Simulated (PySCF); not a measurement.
**Relaxation of singlet MoSBr4**

Level of theory: PBE/[Mo def2-SVP with ECP28, S def2-SVP, Br def2-SVP], scalar-relativistic core potentials, density fitting, no spin–orbit coupling, PySCF. A (50,194) grid was used.

A hand-made trigonal bipyramidal (ligand arrangement 1) start, of C2v symmetry, held to at least that symmetry:

```xyz
6
charge 0 multiplicity 1, angstrom
Mo   -0.1460   -0.2529    0.0000
S    -1.2211   -2.1149    0.0000
Br   -0.1460   -0.2529    2.5200
Br   -0.1460   -0.2529   -2.5200
Br    2.3740   -0.2530    0.0000
Br   -1.4060    1.9295    0.0000
```

**Question.** What forces act on the atoms at the start (eV/Å)?

**Answer.** 
```json
{"atom": "Mo1", "Fx": "-0.35", "Fy": "-0.60", "Fz": "0.00"}
{"atom": "S2", "Fx": "0.54", "Fy": "0.94", "Fz": "0.00"}
{"atom": "Br3", "Fx": "0.22", "Fy": "0.38", "Fz": "-0.29"}
{"atom": "Br4", "Fx": "0.22", "Fy": "0.38", "Fz": "0.29"}
{"atom": "Br5", "Fx": "-0.98", "Fy": "-0.16", "Fz": "0.00"}
{"atom": "Br6", "Fx": "0.35", "Fy": "-0.93", "Fz": "0.00"}
```

**Question.** What does it relax to?

**Answer.** It ends at C4v with Mo–Br 2.471 Å (×4), Mo–S 2.093 Å; Br–Mo–Br 86.7° (×4), Br–Mo–Br 152.4° (×2), Br–Mo–S 103.8° (×4) (after a last refinement on a finer grid). The frequency run here used a shortcut that can spoil soft modes, so no verdict on minimum or saddle point is given.

**Question.** How much energy is released, and in how many steps?

**Answer.** 43.2 kJ/mol in 9 steps.
